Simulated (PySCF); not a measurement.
## Partial charges of `C=CO/C=C\C(=O)O`

Compound: C₅H₆O₃.
Geometry (GFN2-xTB, Å), atoms numbered from 1 in this order:
```xyz
14
C5H6O3 angstrom
C      2.918    0.580   -0.631
C      2.049   -0.163    0.034
O      0.710    0.041   -0.074
C     -0.120   -0.731    0.618
C     -1.455   -0.606    0.581
C     -2.160    0.389   -0.223
O     -1.674    1.220   -0.948
O     -3.498    0.278   -0.064
H      2.584    1.371   -1.278
H      3.973    0.410   -0.538
H      2.351   -0.971    0.697
H      0.337   -1.499    1.242
H     -2.072   -1.265    1.167
H     -3.944    0.946   -0.606
```

Density: PBE0/pcSseg-1 (PySCF); schemes: Mulliken, IAO, Hirshfeld and ESP-fitted. One conformer (not necessarily the lowest) at the GFN2-xTB geometry, without solvent, vibrations or thermal averaging.

Problem. For which atoms does the sign change between the 4 schemes (beyond +0.03 e in one, beyond −0.03 e in another)?

Solution. For none.

Problem. Do the Mulliken, IAO, Hirshfeld and ESP-fitted schemes agree on where the charge is highest?

Solution. All schemes agree: Mulliken C6 (+0.494); IAO C6 (+0.518); Hirshfeld C6 (+0.189); ESP-fitted C6 (+0.856).

Problem. Give the atomic charges in each scheme.

Solution. In e:

```
atom                    environment  Mulliken     IAO  Hirshfeld  ESP-fitted
  C1           terminal =CH2 carbon    -0.179  -0.358     -0.119      -0.547
  C2  vinylic carbon bearing oxygen    +0.031  +0.052     +0.032      -0.016
  O3                   ether oxygen    -0.356  -0.234     -0.048      +0.010
  C4  vinylic carbon bearing oxygen    +0.234  +0.108     +0.064      +0.097
  C5               alkene CH carbon    -0.298  -0.289     -0.105      -0.582
  C6         carboxylic acid carbon    +0.494  +0.518     +0.189      +0.856
  O7           acid carbonyl oxygen    -0.405  -0.471     -0.287      -0.594
  O8           acid hydroxyl oxygen    -0.382  -0.494     -0.187      -0.620
  H9               vinylic hydrogen    +0.143  +0.173     +0.057      +0.234
 H10               vinylic hydrogen    +0.130  +0.167     +0.056      +0.227
 H11               vinylic hydrogen    +0.105  +0.137     +0.054      +0.148
 H12               vinylic hydrogen    +0.113  +0.144     +0.061      +0.129
 H13               vinylic hydrogen    +0.131  +0.177     +0.050      +0.234
 H14                    acid proton    +0.239  +0.370     +0.182      +0.424
```

Mean size of the charges over all atoms: ESP-fitted 0.337 e, IAO 0.264 e, Mulliken 0.231 e, Hirshfeld 0.107 e. Each set sums to the total charge, 0, to within 0.001 e. The Hirshfeld scheme weights the molecular density at each point by an atom's share of the summed free-atom densities. The Mulliken scheme gives each basis function's population to the atom it is centred on and halves the overlap population of two atoms between them.

Problem. How many electrons does the IAO scheme count on C5?

Solution. Z − q = 6 − (-0.289) = 6.289.

Problem. How closely do the schemes follow one another over all atoms?

Solution. Correlation coefficient and root-mean-square difference: IAO with Hirshfeld 0.97, 0.180 e; Mulliken with IAO 0.96, 0.087 e; IAO with ESP-fitted 0.96, 0.157 e; Hirshfeld with ESP-fitted 0.93, 0.306 e; Mulliken with Hirshfeld 0.92, 0.155 e; Mulliken with ESP-fitted 0.90, 0.217 e.

Problem. Sum the charges by element.

Solution. 
```tsv
element	atoms	Mulliken	IAO	Hirshfeld	ESP-fitted
C	5	+0.282	+0.031	+0.061	-0.191
O	3	-1.143	-1.199	-0.521	-1.204
H	6	+0.861	+1.168	+0.460	+1.396
```
